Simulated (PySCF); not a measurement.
Potential energy curve for BCl, singlet.

Method: CCSD(T) on UHF/cc-pVDZ, 6 core orbitals frozen (PySCF).

Task: Relative to R = 1.72 Å, what are the energies at R = 2.56, 3.12, 3.77, 6.91 Å?

Result: 225.8 kJ/mol at 2.56 Å, 378.2 kJ/mol at 3.12 Å, 456.7 kJ/mol at 3.77 Å, 472.4 kJ/mol at 6.91 Å.

The unrestricted determinant behind UCCSD(T) is spin-contaminated at 1.46 to 6.91 Å (<S²> up to 1.0, against 0.00 for a pure singlet).
